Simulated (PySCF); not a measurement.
**Broadened absorption spectrum of C5H6BNO2S**

Species: C5H6BNO2S.
Structure used (PBE0-D3(BJ)/def2-SVP), in Å, numbered top down from 1:
```xyz
16
C5H6BNO2S angstrom
O     -3.1821   -0.2606    0.2843
B     -2.1961   -0.1237   -0.6545
O     -2.5487   -0.0193   -1.9547
C     -0.6690   -0.0555   -0.2516
C     -0.2636    0.3413    1.0307
C      1.0868    0.4060    1.3532
C      2.0230    0.0622    0.3753
S      3.7375    0.1346    0.7573
C      1.5297   -0.3255   -0.8843
N      0.2459   -0.3765   -1.1834
H     -2.8451   -0.4266    1.1688
H     -3.5035   -0.0880   -2.0639
H     -1.0045    0.6235    1.7849
H      1.4104    0.7228    2.3480
H      4.1747   -0.2490   -0.4606
H      2.2334   -0.6024   -1.6807
```

Level of theory: TDDFT CAM-B3LYP/def2-SVPD, vertical, gas phase, core orbitals frozen in the response in PySCF.

Each state is given a Gaussian of 0.25 eV full width at half maximum, with ε(max) = 2.175×10⁸ f / Δν̃ (Δν̃ the width in cm⁻¹). The width is an assumption, not a result. The curve ends short of the highest state used, and states not computed would add to its high-energy end.

E (eV), ε (L mol⁻¹ cm⁻¹) and a bar:
```
     4.20          1 
     4.26          4 
     4.32         20 
     4.38         69 
     4.44        174 
     4.50        346 
     4.56        636 #
     4.62       1358 #
     4.68       3179 ###
     4.74       6432 ######
     4.80       9951 #########
     4.86      11467 ###########
     4.92      10372 ##########
     4.98       9547 #########
     5.04      13176 ############
     5.10      22033 ####################
     5.16      30862 #############################
     5.22      32310 ##############################
     5.28      24785 #######################
     5.34      13909 #############
     5.40       5723 #####
     5.46       1733 ##
     5.52        388 
     5.58         65 
     5.64          8 
     5.70          1 
     5.76          4 
     5.82         25 
     5.87         89 
     5.93        306 
     5.99        766 #
     6.05       1426 #
     6.11       2099 ##
     6.17       2907 ###
     6.23       4635 ####
     6.29       7875 #######
```

**Question.** Locate the maxima and give the states behind the curve.

**Answer.** 255 nm (4.86 eV), ε about 11000, made up of S2 (98%); 238 nm (5.20 eV), ε about 33000, made up of S4 (98%) (ε in L mol⁻¹ cm⁻¹; maxima over ε = 5, shares over 10%). At its high-energy end, 6.29 eV, the curve is still rising (ε about 7900, from S7). The states used: S1 4.58 eV (f 0.0037); S2 4.85 eV (f 0.104); S3 4.97 eV (f 0.0004); S4 5.20 eV (f 0.298); S5 5.28 eV (f 0.0084); S6 6.13 eV (f 0.017); S7 6.40 eV (f 0.109); S8 6.48 eV (f 0.012); S9 6.84 eV (f 0.094); S10 6.89 eV (f 0.166).

**Question.** What would ε be at 5.20 eV, the highest of these maxima, with half the width (0.125 eV)?

**Answer.** About 65000 L mol⁻¹ cm⁻¹ against 32900, a factor of about 1.97; a lone state at its own centre would give exactly 2.

**Question.** On this curve, what absorbance would a 10⁻³ mol/L sample give at 280 nm over a 1 cm path?

**Answer.** 280 nm is 4.428 eV, where ε is about 150 L mol⁻¹ cm⁻¹, so A = ε c l ≈ 0.15 (Beer–Lambert, with the gas-phase spectrum and the assumed width).

**Question.** Coming from long wavelengths, where does ε first pass 100 L mol⁻¹ cm⁻¹?

**Answer.** At about 282 nm (4.40 eV), 0.18 eV below S1.

The vertical ionisation energy (ΔSCF) is 8.68 eV, 1.79 eV above S10.

One conformer stands for the species.
